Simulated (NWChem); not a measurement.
A series in which one site is exchanged, each optimised at PBE0/def2-SVP with NWChem, gas phase unless a solvent is named. For some, no frequency run checked for a minimum. def2 effective core potentials on I; no spin-orbit coupling.

A: C=C(I)I (C₂H₂I₂; site = I)
B: IC=C (C$_{2}$H$_{3}$I; site = H)
C: C=C(F)I (C2H2FI; site = F)
D: C=C(Cl)I (C2H2ClI; site = Cl)

| quantity | A | B | C | D |
|---|---|---|---|---|
| orbital gap (eV), PBE0/def2-SVP | 5.38 | (withheld) | 6.29 | 6.01 |
| vertical ionisation energy, ΔSCF, CAM-B3LYP/def2-SVP (eV) | 9.14 | (withheld) | 9.53 | 9.37 |
| static polarisability, CAM-B3LYP/def2-SVPD (bohr³) | 94.3 | (withheld) | 60.4 | 73.5 |
| lowest singlet excitation, CAM-B3LYP/def2-SVPD, TDA (eV) | 4.17 | (withheld) | 4.70 | 4.50 |

### Question
Some entries are withheld; supply them.

### Answer

- orbital gap (eV), PBE0/def2-SVP, B: 6.51
- vertical ionisation energy, ΔSCF, CAM-B3LYP/def2-SVP (eV), B: 9.32
- static polarisability, CAM-B3LYP/def2-SVPD (bohr³), B: 60.6
- lowest singlet excitation, CAM-B3LYP/def2-SVPD, TDA (eV), B: 4.87
